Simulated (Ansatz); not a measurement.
Gas-phase electronic energies from Ansatz, PBE0-D4/def2-TZVP geometries. CBS: MP2 limit from def2 TZ/QZ plus the TZ coupled-cluster correction, frozen cores. Functionals use def2-TZVPP. One conformer a species, not always the lowest.

Consider the ligand exchange at the Si–C bond: `O[SiH2]C[Si](O)(O)O` + `N[Si](O)(O)O` → `O[SiH2]N[Si](O)(O)O` + `C[Si](O)(O)O`.

| level | ΔE (kcal/mol) |
| --- | --- |
| r2SCAN-D4 | -13.3 |
| PBE0-D4 | -12.4 |
| ωB97M-V | -13.5 |
| r2SCAN | -13.3 |
| CCSD/def2-TZVPP | -14.3 |
| CCSD(T)/def2-TZVPP | -13.8 |
| MP2/CBS(def2) | -13.9 |
| CCSD/CBS(def2) | -14.2 |

Task: What does CCSD(T)/CBS give? (An estimate is asked.)

Result: Computed: -13.7 kcal/mol. The listed levels differ from it by 0.4, 1.3, 0.2, 0.4, -0.6, -0.1, -0.2, -0.5 kcal/mol.

Largest T1 diagnostic among the species: 0.011.

In def2-TZVPP, CCSD(T) changes the Hartree–Fock value by +3.1 kcal/mol (the triples alone add +0.4 kcal/mol) and MP2 by +3.0 kcal/mol.
